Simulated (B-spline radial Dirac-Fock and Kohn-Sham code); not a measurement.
**The K-like isoelectronic sequence (19 electrons), Z = 19 to 28**

These are calculated numbers from a radial B-spline solver; the model is Dirac-Fock (average of configuration) total-energy differences with a finite nucleus, the Breit interaction including its frequency dependence, and self-energy and vacuum-polarisation corrections. Binding energies in eV, tabulated ground configurations. The model has no electron correlation.

```
 ion  configuration      2s   2p3/2  3p1/2  3p3/2  outermost level  NIST ionisation energy
   K       [Ar] 4s1   386.1   300.3  23.97  23.70        4.02 (4s)                4.340664
 Ca⁺       [Ar] 4s1       ?       ?      ?      ?                ?                       ?
Sc²⁺       [Ar] 3d1   527.8   427.9  56.56  56.06       23.74 (3d)                24.75684
Ti³⁺       [Ar] 3d1   612.4   505.0  79.93  79.25       42.21 (3d)                43.26717
 V⁴⁺       [Ar] 3d1   704.4   589.4  106.7  105.8       64.20 (3d)                65.28165
Cr⁵⁺       [Ar] 3d1   803.8   680.7  136.7  135.6       89.53 (3d)                 90.6349
Mn⁶⁺       [Ar] 3d1   910.5   779.1  170.0  168.5       118.1 (3d)         119.203 ± 0.012
Fe⁷⁺       [Ar] 3d1  1024.4   884.4  206.5  204.6       149.9 (3d)          151.06 ± 0.012
Co⁸⁺       [Ar] 3d1  1145.6   996.7  246.1  243.8       184.8 (3d)           186.14 ± 0.25
Ni⁹⁺       [Ar] 3d1  1274.0  1115.8  288.9  286.1       222.9 (3d)             224.7 ± 0.5
```

Task: Fill in the row of Ca⁺.

Result: 2s 457.6, 2p3/2 364.8, 3p1/2 41.46, 3p3/2 41.08, outermost 11.35 (4s), NIST 11.87172 eV.

NIST's values are for the lowest levels; a dash marks a value that is missing or belongs to another shell. Their kind here: measured, semi-empirical. Where a p, d or f shell is open in either ion the computed value averages over both j values and all terms, while the table refers to the lowest levels; that difference holds spin-orbit splitting (largest in heavy or highly charged ions), term energies where several electrons share open shells, and correlation, and it can reach 10 % or more.
